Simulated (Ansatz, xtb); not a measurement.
Relaxing a trial structure of CH6SiTe

The starting geometry of this gas-phase singlet has its atoms placed at random.

```xyz
9

C     0.5405   -1.1154   -0.2352
Si    1.8933    1.2282    1.1055
Te   -0.9459    0.5193    1.0667
H     0.5925   -0.5923    2.0166
H    -0.2732   -0.3411   -0.9296
H     1.7975    0.7100   -0.2971
H     0.2967   -1.3633    1.3126
H     1.5858   -1.4530   -0.8265
H    -0.5983   -0.4644    2.3370
```

Question: One run relaxed it with r2SCAN-D4/def2-SVP. What is a likely outcome?

Answer: It ends as `C[SiH2][TeH]`. Distances that change by over a tenth: C1–Te3 (2.56 → 3.67 Å), C1–H5 (1.32 → 1.10 Å), C1–H8 (1.25 → 1.10 Å), Te3–H4 (2.12 → 3.33 Å). Contacts that close: C1–Si2 (3.02 → 1.88 Å), C1–H7 (1.59 → 1.10 Å), Si2–Te3 (2.93 → 2.52 Å), Si2–H4 (2.42 → 1.49 Å).

The energy falls by 12.18 eV over 19 steps:

```csv
step,E − E(last) (eV)
1,12.185
3,8.192
5,6.308
7,4.781
9,3.478
11,1.725
13,0.260
15,0.002
17,0.000
19,0.000
```

Final geometry (Å):

```yaml
atoms:
  - { symbol: C, position_ang: [0.6679, -1.2283, -0.2292] }
  - { symbol: Si, position_ang: [1.0888, 0.2595, 0.8349] }
  - { symbol: Te, position_ang: [-0.9600, 1.4481, 1.6906] }
  - { symbol: H, position_ang: [1.9523, -0.1504, 1.9834] }
  - { symbol: H, position_ang: [0.0497, -0.9320, -1.0902] }
  - { symbol: H, position_ang: [1.8014, 1.3085, 0.0449] }
  - { symbol: H, position_ang: [0.1099, -1.9802, 0.3505] }
  - { symbol: H, position_ang: [1.5903, -1.7018, -0.6051] }
  - { symbol: H, position_ang: [-1.4117, 0.1045, 2.5702] }
```

From the same start GFN2-xTB ends elsewhere, differing in C1–Si2 (3.39 against 1.88 Å here), C1–Te3 (2.14 against 3.67 Å here).

From so rough a start the end depends on the optimiser's path, so another program may land elsewhere. The end wasn't checked by frequencies. Atoms past krypton carry core potentials, without spin–orbit terms. Run with Ansatz 0.2.0, 39 s on 2 threads of Arm Neoverse V1 (shared host).
